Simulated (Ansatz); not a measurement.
Calculated with Ansatz (gas phase, PBE0-D4/def2-TZVP geometries, no zero-point term in ΔE). CBS: MP2 limit from def2 TZ/QZ plus the TZ coupled-cluster correction, frozen cores. For Mg outer-core shells are correlated without core-valence functions, which leaves a few kJ/mol of doubt a bond. Each species was taken in one conformer, which may not be the lowest.

Reaction (redistribution): `CSB1O[SiH]1N` + `[CH3][Mg][OH]` → `CB1O[SiH]1N` + `C[S][Mg][OH]`

| species | HF/CBS(def2) energy (Eh) |
| --- | --- |
| `CSB1O[SiH]1N` | -882.04985 |
| `[CH3][Mg][OH]` | -314.76780 |
| `CB1O[SiH]1N` | -484.47714 |
| `C[S][Mg][OH]` | -712.37238 |

(1) Work out ΔE.

Largest T1 diagnostic among the species: 0.014.

Results:

(1) ΔE = (-484.47714) + (-712.37238) − (-882.04985) − (-314.76780) = -0.03187 Eh = -0.87 eV. CCSD(T)/CBS gives -0.60 eV.

In def2-TZVPP, CCSD(T) changes the Hartree–Fock value by +0.27 eV (the triples alone add +0.05 eV) and MP2 by +0.29 eV. From PBE to PBE0 (25 % exact exchange), in def2-TZVPP and without D4, ΔE moves by −0.08 eV. The D4 term adds +0.04 eV with B3LYP and +0.02 eV with PBE0; it sums over pairs of atoms, weighted by their polarisabilities, and B3LYP, whose exchange is more repulsive, gets the larger term.

B3LYP here is the variant with VWN-RPA as its local correlation; programs differ in this.
